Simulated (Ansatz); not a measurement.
Born–Oppenheimer molecular dynamics of FGeH3O (6 atoms, charge 0, multiplicity 1). It starts at the highest image of a converged band, a first-order saddle point between two minima.

These are results of RKS PBE-D4/def2-SVP (Ansatz 0.2.0), not measurements.

- ensemble: NVE (velocity Verlet)
- time step: 0.5 fs
- steps asked: 200
- starting velocities drawn for: 100 K
- seed: 4751

First frame:

```xyz
6
Properties=species:S:1:pos:R:3
Ge 0.232 -0.059 -0.396
F 0.869 0.013 1.552
H 1.611 0.109 0.452
O -0.781 1.403 -0.621
H -1.734 1.198 -0.553
H -0.776 -1.272 -0.388
```

(1) How far do the bonds stretch over the last three quarters of this one trajectory? (Pairs bonded in most of those frames.)

Results:

(1) 
| bond | mean (Å) | spread (Å) | shortest | longest |
| --- | --- | --- | --- | --- |
| Ge1–O4 | 1.828 | 0.027 | 1.78 | 1.86 |
| Ge1–H6 | 1.637 | 0.024 | 1.60 | 1.68 |
| F2–H3 | 0.947 | 0.042 | 0.88 | 1.02 |
| O4–H5 | 0.978 | 0.013 | 0.96 | 1.00 |

Mean temperature of the second half: 908 K. The conserved energy stayed within 0.34 meV per atom of its start (net change -0.1 meV per atom), so the integration is sound. The kinetic energy rose, since the run started high on the potential surface and went downhill. It ends in pieces (FH + GeH2O), so much of that is their flight and rotation, not heat. A run of 0.1 ps of so small a system gives no equilibrium averages. The orbitals stay closed-shell, which can raise the energy where a bond breaks towards radicals; this wasn't checked here.

The run took 4.5 min on 1 thread of Arm Neoverse V2, on a shared host, peak memory 0.14 GiB.
